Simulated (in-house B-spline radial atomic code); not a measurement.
# Ionising the nitrogen ion N⁵⁺ with different functionals

Computed with a B-spline radial code for spherical atoms: scalar-relativistic (spin-free X2C) Hamiltonian, Fermi nucleus of rms radius 2.5582 fm, spin-polarised at highest spin, spherical fractional occupations for the functionals, and exact exchange of hybrids averaged over the configuration. The ionisation energy is the difference of two self-consistent energies, 1s2 → 1s1, without Breit or QED terms; ε is the level of the shell that loses the electron (its least bound occupied spin orbital).

```json
{"method": "PBE0", "rung": "global hybrid", "ΔSCF (eV)": "551.39", "-ε(1s) (eV)": "521.79"}
{"method": "B3LYP", "rung": "global hybrid", "ΔSCF (eV)": "552.09", "-ε(1s) (eV)": "520.23"}
{"method": "TPSSh", "rung": "global hybrid", "ΔSCF (eV)": "?", "-ε(1s) (eV)": "?"}
{"method": "BHandHLYP", "rung": "global hybrid", "ΔSCF (eV)": "552.18", "-ε(1s) (eV)": "532.82"}
{"method": "r2SCAN0", "rung": "global hybrid", "ΔSCF (eV)": "552.20", "-ε(1s) (eV)": "525.15"}
{"method": "B97-1", "rung": "global hybrid", "ΔSCF (eV)": "552.35", "-ε(1s) (eV)": "520.57"}
{"method": "HSE06", "rung": "range-separated hybrid", "ΔSCF (eV)": "?", "-ε(1s) (eV)": "?"}
{"method": "wB97X", "rung": "range-separated hybrid", "ΔSCF (eV)": "553.52", "-ε(1s) (eV)": "522.42"}
{"method": "CAM-B3LYP", "rung": "range-separated hybrid", "ΔSCF (eV)": "551.86", "-ε(1s) (eV)": "522.10"}
{"method": "LC-wPBE", "rung": "range-separated hybrid", "ΔSCF (eV)": "551.30", "-ε(1s) (eV)": "517.44"}
```

Q: What does HSE06 give?

A: ΔSCF 551.46 eV, and -ε(1s) = 521.40 eV.

Q: What does TPSSh give?

A: ΔSCF 552.34 eV, and -ε(1s) = 518.33 eV.

Q: Among the functionals, which spreads more, the ΔSCF values or the orbital energies?

A: The orbital energies: ΔSCF values span about 2.21 eV and the orbital energies 15.37 eV; here energy differences depend much less on the functional than eigenvalues do.

Q: How do they compare with the NIST value?

A: NIST lists 552.067 eV (tabulated theory, ground level to ground level). Errors run from -0.76 to +1.45 eV; B3LYP is closest (+0.02 eV), but part of that can be cancellation, since the calculations leave out Breit-QED terms.
